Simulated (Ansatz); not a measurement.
Calculated with Ansatz (gas phase, PBE0-D4/def2-TZVP geometries, no zero-point term in ΔE). CBS: MP2 limit from def2 TZ/QZ plus the TZ coupled-cluster correction, frozen cores. This one scheme is used for every species. DFT in def2-TZVPP. B3LYP here is the variant with VWN-RPA as its local correlation; programs differ in this. HSE06 is defined as in plane-wave codes. One conformer a species, not always the lowest.

Reaction (substitution at a C–C bond): `CC(=O)O[SiH3]` + `C[O][Al]([OH])[F]` → `C[O][Al]([F])[O]C` + `O=CO[SiH3]`

| level | ΔE (kJ/mol) | difference from CCSD(T)/CBS |
| --- | --- | --- |
| PBE-D4 | 94.8 | -4.7 |
| revPBE-D4 | 94.7 | -4.8 |
| BLYP-D4 | 87.8 | -11.7 |
| r2SCAN-D4 | 99.4 | -0.1 |
| B97M-V | 99.2 | -0.3 |
| PBE0-D4 | 97.6 | -1.9 |
| B3LYP-D4 | 90.5 | -9.0 |
| r2SCANh-D4 | 100.0 | 0.5 |
| r2SCAN0-D4 | 100.7 | 1.2 |
| BHLYP-D4 | 92.0 | -7.5 |
| CAM-B3LYP-D4 | 92.7 | -6.8 |
| ωB97X-V | 94.7 | -4.8 |
| ωB97M-V | 98.2 | -1.3 |
| B2PLYP | 93.6 | -5.9 |
| PBE-QIDH | 100.7 | 1.2 |
| PBE | 94.3 | -5.2 |
| revPBE | 91.6 | -7.9 |
| BLYP | 86.2 | -13.3 |
| r2SCAN | 99.4 | -0.1 |
| PBE0 | 97.2 | -2.3 |
| B3LYP | 89.6 | -9.9 |
| r2SCANh | 100.0 | 0.5 |
| r2SCAN0 | 100.7 | 1.2 |
| HSE06 | 97.1 | -2.4 |
| BHLYP | 91.8 | -7.7 |
| CAM-B3LYP | 92.4 | -7.1 |
| LC-ωPBE | 99.1 | -0.4 |
| HF/def2-SVP | 78.1 | -21.4 |
| MP2/def2-SVP | 91.3 | -8.2 |
| CCSD/def2-SVP | 84.5 | -15.0 |
| CCSD(T)/def2-SVP | 84.9 | -14.6 |
| HF/def2-TZVPP | 87.5 | -12.0 |
| MP2/def2-TZVPP | 102.0 | 2.5 |
| SCS-MP2/def2-TZVPP | 95.2 | -4.3 |
| CCSD/def2-TZVPP | 95.9 | -3.6 |
| HF/def2-QZVPP | 87.0 | -12.5 |
| MP2/def2-QZVPP | 103.4 | 3.9 |
| SCS-MP2/def2-QZVPP | 96.8 | -2.7 |
| MP2/CBS(def2) | 104.8 | 5.3 |
| CCSD/CBS(def2) | 98.6 | -0.9 |
| CCSD(T)/CBS | 99.5 | 0 |

Largest T1 diagnostic among the species: 0.016.

At CCSD(T), def2-SVP lies −14.6 kJ/mol from the extrapolated value and def2-TZVPP −2.7 kJ/mol. In def2-TZVPP, CCSD(T) changes the Hartree–Fock value by +9.2 kJ/mol (the triples alone add +0.9 kJ/mol) and MP2 by +14.5 kJ/mol. From BLYP to BHLYP (50 % exact exchange), in def2-TZVPP and without D4, ΔE moves by +5.6 kJ/mol.
